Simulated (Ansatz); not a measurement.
A search over several starts for the lowest SCF solution of [Ga(CN)H3]- (CH3GaN⁻) at the given spin, in a small basis.

```yaml
crystal:
  periodic: [false, false, false]
  atoms:
    - {symbol: Ga, position_ang: [-0.012354, -0.009875, -0.652085]}
    - {symbol: C, position_ang: [0.024322, 0.021097, 1.389446]}
    - {symbol: N, position_ang: [0.048523, 0.038837, 2.559961]}
    - {symbol: H, position_ang: [1.526530, -0.009900, -1.126077]}
    - {symbol: H, position_ang: [-0.799794, 1.319389, -1.105846]}
    - {symbol: H, position_ang: [-0.787228, -1.359538, -1.065400]}
basis:
  gaussian: {orbitals: def2-SVP, initial_orbitals: start.molden}
total_charge: -1
hamiltonian: {xc: pbe0, dispersion: d4}
output: {orbitals: {seedname: orbitals}}
```

The file start.molden holds the orbitals of an earlier run on this structure, at another level or in another basis.

```sh
$ ansatz run in.yaml --threads 4 --pin off --events-out ev --progress --plain --max-ram 3916MiB
```

It prints (some lines left out):

```
Functional definition: PBE0
763 factors; integrals over basis functions are off by at most 1.4e-3 eV
mean field evaluation 1: about -54935.8183 eV, gradient 8.4e0 eV
mean field evaluation 2: about -54935.9689 eV, gradient 1.9e-1 eV
mean field evaluation 4: about -54936.0605 eV, gradient 1.1e-3 eV
mean field evaluation 8: about -54934.9639 eV, gradient 2.6e1 eV
mean field evaluation 16: about -54936.0605 eV, gradient 7.3e-2 eV
mean field -54936.06052155 eV, -2018.8629871679 hartree, gradient 2.6e-5 eV, S^2 0.000000; 1 other end points of the search recorded, 0 dependent functions left out
reference -54936.06054788 eV, -2018.8629881353 hartree; 24, 24 occupied and 51, 51 virtual orbitals, 763 factors
Total energy: -54936.16453686 eV, -2018.8668096599 hartree
```

Hardware: 4 threads of Arm Neoverse V1 on a shared host. Wall time 0.8 s.
